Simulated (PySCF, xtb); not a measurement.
CH3OS, SMILES [S](C)=O, multiplicity 2.

The structure is a stationary point at r2SCAN-D4/def2-TZVP. The isomer is the one that the SMILES or the coordinates give; other isomers of the formula were not compared.

Method: PySCF 2.14.0 with IEF-PCM-M06-2X/def2-SVP.

The values are the electrostatic part of the solvation free energy, E(continuum) − E(gas) at the gas-phase geometry, in a cavity of scaled van der Waals radii (PySCF's table); cavitation and dispersion terms are not included. The dipole moment in vacuum is 3.06 D.

| solvent | ε | ΔG(elec) (kcal/mol) | dipole (D) |
|---|---|---|---|
| water | 78.36 | -5.0 | 3.98 |
| 2-propanol | 19.26 | -4.7 | 3.92 |
| methanol | 32.61 | -4.8 | 3.95 |

For comparison, GFN2-xTB/ALPB(water) (xtb, at the GFN2-xTB geometry, all terms of that model) gives -4.3 kcal/mol.
